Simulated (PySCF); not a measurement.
# Which determinant of CuS lies lowest?

Unrestricted PBE0; basis Cu cc-pVDZ-PP with ECP10, S cc-pV(D+d)Z; scalar-relativistic core potentials; PySCF 2.14. Outer shells of the fragments: Cu 3d10 4s1; S 3s2 3p4.

Followed along the bond (rough minima from three points):

```tsv
2Ms+1	unpaired	⟨S²⟩ at the start	R at minimum (Å)	Te (eV)
2	π ↑	0.76	2.06	0.00
4	σ ↑, π ↑↑	3.76	2.12	1.75
2	σ ↑	0.76	none in the scan	≤ 1.36
```

Solutions found at the starting distance of 2.120 Å, counted from the lowest of them; the search is not exhaustive and high or unbound solutions are not listed, so other states can lie among these:

```json
{"2Ms+1": "2", "unpaired": "π ↑", "term": "²Π", "E (eV)": "0.00", "⟨S²⟩": "0.76", "⟨Lz²⟩": "1.01", "μ (D)": "-4.16"}
{"2Ms+1": "2", "unpaired": "σ ↑", "term": "²Σ⁺", "E (eV)": "1.38", "⟨S²⟩": "0.76", "⟨Lz²⟩": "0.00", "μ (D)": "-5.45"}
{"2Ms+1": "4", "unpaired": "σ ↑, π ↑↑", "term": "mixed", "E (eV)": "1.73", "⟨S²⟩": "3.76", "⟨Lz²⟩": "0.16", "μ (D)": "1.15"}
{"2Ms+1": "2", "unpaired": "σ ↓, π ↑↑", "term": "mixed", "E (eV)": "1.91", "⟨S²⟩": "1.76", "⟨Lz²⟩": "0.00", "μ (D)": "1.39"}
{"2Ms+1": "4", "unpaired": "σ ↑↑, π ↑", "term": "⁴Π", "E (eV)": "2.08", "⟨S²⟩": "3.76", "⟨Lz²⟩": "1.02", "μ (D)": "-0.75"}
{"2Ms+1": "2", "unpaired": "σ ↑, π ↑↓", "term": "mixed", "E (eV)": "2.15", "⟨S²⟩": "1.76", "⟨Lz²⟩": "2.02", "μ (D)": "1.27"}
{"2Ms+1": "2", "unpaired": "δ ↑", "term": "²Δ", "E (eV)": "2.52", "⟨S²⟩": "0.76", "⟨Lz²⟩": "4.00", "μ (D)": "-5.32"}
{"2Ms+1": "4", "unpaired": "σ ↑, π ↑, δ ↑", "term": "mixed", "E (eV)": "2.83", "⟨S²⟩": "3.76", "⟨Lz²⟩": "5.01", "μ (D)": "-1.42"}
{"2Ms+1": "4", "unpaired": "σ ↑, π ↑, δ ↑", "term": "mixed", "E (eV)": "2.87", "⟨S²⟩": "3.76", "⟨Lz²⟩": "5.01", "μ (D)": "-1.43"}
{"2Ms+1": "2", "unpaired": "σ ↑, π ↑, δ ↓", "term": "mixed", "E (eV)": "2.96", "⟨S²⟩": "1.76", "⟨Lz²⟩": "4.99", "μ (D)": "-1.18"}
{"2Ms+1": "4", "unpaired": "σ ↑, π ↑↑", "term": "mixed", "E (eV)": "2.97", "⟨S²⟩": "3.75", "⟨Lz²⟩": "2.01", "μ (D)": "-1.34"}
{"2Ms+1": "2", "unpaired": "σ ↑", "term": "mixed", "E (eV)": "3.14", "⟨S²⟩": "0.75", "⟨Lz²⟩": "2.00", "μ (D)": "1.05"}
{"2Ms+1": "6", "unpaired": "σ ↑, π ↑↑↑↑", "term": "mixed", "E (eV)": "7.90", "⟨S²⟩": "8.76", "⟨Lz²⟩": "2.01", "μ (D)": "4.09"}
{"2Ms+1": "6", "unpaired": "σ ↑, π ↑↑↑↑", "term": "mixed", "E (eV)": "8.14", "⟨S²⟩": "8.75", "⟨Lz²⟩": "2.00", "μ (D)": "4.17"}
```

A term symbol is given only where ⟨S²⟩ and ⟨Lz²⟩ are close to those of a pure state; real π, δ and φ orbitals otherwise mix terms. A positive dipole means Cu(−)S(+).

Counting both spins, an empty level lies below a filled one in some of these solutions, because spin and occupation are held. With d or f electrons several states lie close, and the lowest PBE0 determinant need not be the measured ground state.
